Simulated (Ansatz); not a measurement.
Relaxation of CH$_{6}$InN (9 atoms, charge 0, multiplicity 1), to a largest force component of 0.02 eV/Å in at most 50 steps.

These are results of Ansatz 0.2.0, UKS PBE0-D4/def2-SVP, not measurements.

```xyz
9
Properties=species:S:1:pos:R:3:forces:R:3
C -1.062 0.933 -0.925 0.79 -0.47 0.47
In 0.770 -0.123 -0.267 -0.34 0.25 -0.49
N 0.650 -1.294 1.392 -0.09 0.23 0.10
H -1.775 0.183 -1.264 -0.28 -0.25 -0.12
H -0.871 1.643 -1.726 0.14 0.22 -0.27
H -1.477 1.452 -0.062 -0.22 0.20 0.23
H 2.273 -0.257 -1.116 0.01 0.03 -0.01
H -0.017 -0.999 2.097 -0.19 -0.10 0.11
H 1.509 -1.538 1.871 0.17 -0.11 -0.01
```

Problem. Where does it end, and by what steps?

Solution. It converged. The force dipped under the threshold on the way, but the program's further checks kept it going. After 22 steps the energy has fallen by 0.070 eV; H6 moved furthest, 0.50 Å.

```json
{"step": "0", "energy less start (eV)": "0.0000", "largest force component (eV/Å)": "0.794", "accepted": "yes"}
{"step": "1", "energy less start (eV)": "-0.0285", "largest force component (eV/Å)": "0.375", "accepted": "yes"}
{"step": "2", "energy less start (eV)": "-0.0500", "largest force component (eV/Å)": "0.253", "accepted": "yes"}
{"step": "3", "energy less start (eV)": "-0.0452", "largest force component (eV/Å)": "0.482", "accepted": "no"}
{"step": "4", "energy less start (eV)": "-0.0624", "largest force component (eV/Å)": "0.080", "accepted": "yes"}
{"step": "5", "energy less start (eV)": "-0.0285", "largest force component (eV/Å)": "0.576", "accepted": "no"}
{"step": "6", "energy less start (eV)": "-0.0647", "largest force component (eV/Å)": "0.028", "accepted": "yes"}
{"step": "7", "energy less start (eV)": "-0.0656", "largest force component (eV/Å)": "0.010", "accepted": "yes"}
{"step": "8", "energy less start (eV)": "-0.0657", "largest force component (eV/Å)": "0.087", "accepted": "yes"}
{"step": "9", "energy less start (eV)": "-0.0651", "largest force component (eV/Å)": "0.175", "accepted": "no"}
{"step": "10", "energy less start (eV)": "-0.0662", "largest force component (eV/Å)": "0.014", "accepted": "yes"}
{"step": "11", "energy less start (eV)": "-0.0668", "largest force component (eV/Å)": "0.045", "accepted": "yes"}
{"step": "12", "energy less start (eV)": "-0.0665", "largest force component (eV/Å)": "0.126", "accepted": "no"}
{"step": "13", "energy less start (eV)": "-0.0673", "largest force component (eV/Å)": "0.032", "accepted": "yes"}
{"step": "14", "energy less start (eV)": "-0.0677", "largest force component (eV/Å)": "0.027", "accepted": "yes"}
{"step": "15", "energy less start (eV)": "-0.0678", "largest force component (eV/Å)": "0.087", "accepted": "yes"}
{"step": "16", "energy less start (eV)": "-0.0681", "largest force component (eV/Å)": "0.068", "accepted": "yes"}
{"step": "17", "energy less start (eV)": "-0.0689", "largest force component (eV/Å)": "0.025", "accepted": "yes"}
{"step": "18", "energy less start (eV)": "-0.0691", "largest force component (eV/Å)": "0.030", "accepted": "yes"}
{"step": "19", "energy less start (eV)": "-0.0693", "largest force component (eV/Å)": "0.072", "accepted": "yes"}
{"step": "20", "energy less start (eV)": "-0.0696", "largest force component (eV/Å)": "0.038", "accepted": "yes"}
{"step": "21", "energy less start (eV)": "-0.0697", "largest force component (eV/Å)": "0.009", "accepted": "yes"}
{"step": "22", "energy less start (eV)": "-0.0699", "largest force component (eV/Å)": "0.015", "accepted": "yes"}
```

```xyz
9
Properties=species:S:1:pos:R:3
C -1.049 0.885 -0.903
In 0.731 -0.207 -0.366
N 0.751 -0.975 1.505
H -1.600 0.342 -1.686
H -0.787 1.878 -1.298
H -1.705 1.008 -0.029
H 2.150 -0.535 -1.292
H -0.004 -0.878 2.173
H 1.512 -1.517 1.898
```

Time of the run: 54 s on 2 threads of Intel(R) Xeon(R) Platinum 8488C (Sapphire Rapids), with other jobs on the host, peak memory 0.25 GiB.
